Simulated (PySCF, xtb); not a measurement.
ZnHI, SMILES [ZnH][I].

Harmonic wavenumbers (cm⁻¹) from xtb with GFN2-xTB at its own minimum, in rising order: 210, 210, 260, 1822.

Problem. What does B3LYP-D3(BJ)/def2-TZVP run with PySCF give at its own minimum? (An estimate is asked for; the answer gives what the named calculation found.)

Solution. 252, 413, 413, 1929. Paired by order, the mean absolute difference is 127 cm⁻¹ and the zero-point energies are 3.6 and 4.3 kcal/mol.
